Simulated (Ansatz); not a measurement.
This singlet lies 0.99 eV below the relaxed triplet at the level frozen-core CCSD(T)/cc-pVTZ // B3LYP-D3(BJ)/def2-TZVP (Ansatz, a program for electronic structure).

Species: CH$_{4}$Si, SMILES `C[SiH]` (lower singlet) (charge 0, multiplicity 1).

Problem. Give a relaxed geometry from Ansatz with B3LYP-D3(BJ)/def2-TZVP.

Solution. the end point of this relaxation (outside a Z-matrix the atoms follow the SMILES, hydrogens last).
Z-matrix (Å, degrees):
```
C
H 1 1.0899
H 1 1.0969 2 108.88
H 1 1.0971 2 108.83 3 -114.64
Si 1 1.9014 2 113.59 4 -122.54
H 5 1.5280 1 94.41 2 -179.82
```
